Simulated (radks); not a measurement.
Species: Sm4+. Configuration: [Xe] 4f4. Calculated with a radial shooting solver on a logarithmic mesh with Libxc functionals: scalar-relativistic Kohn-Sham, BLYP, spin-polarised, spherical densities, finite nucleus; open shells are filled with parallel spins first (spin-orbit coupling, left out, can overturn this in heavy ions); Fermi nuclear charge, rms radius 5.0819 fm.

Normalised radial functions P(r) = r R(r), r in bohr:

```
   r/bohr * 5s up, o 5s down (the largest magnitude, 0.97, reaches the edge; | marks zero, & curves that meet)
 0.001071                             |&
 0.001406                             | &
  0.00186                             | &
 0.002442                             | &
  0.00323                             |  &
  0.00424                             |  &
  0.00561                             |   &
 0.007364                             |   &
 0.009744                             |    &
  0.01279                             |   &
  0.01692                             |   &
  0.02221                             | &
  0.02939                            &|
  0.03889                         &   |
  0.05104                       &     |
  0.06753                      &      |
  0.08864                        &    |
   0.1173                             | &
    0.154                             |       o*
   0.2037                             |         &
   0.2674                             |  &
   0.3538                   *o        |
   0.4643             &               |
   0.6144                      &      |
   0.8064                             |           &
    1.067                             |                          &
    1.412                             |                          &
    1.853                             |                &
    2.452                             |      &
    3.218                             | &
    4.258                             &
```

5s up: eigenvalue -87.644 eV, 4 radial nodes at r = 0.0278, 0.110, 0.288, 0.681 bohr, <r> = 1.34 bohr, 90 % of the charge inside 1.91 bohr. 5s down: eigenvalue -85.891 eV, 4 radial nodes at r = 0.0278, 0.110, 0.288, 0.681 bohr, <r> = 1.35 bohr, 90 % of the charge inside 1.93 bohr.
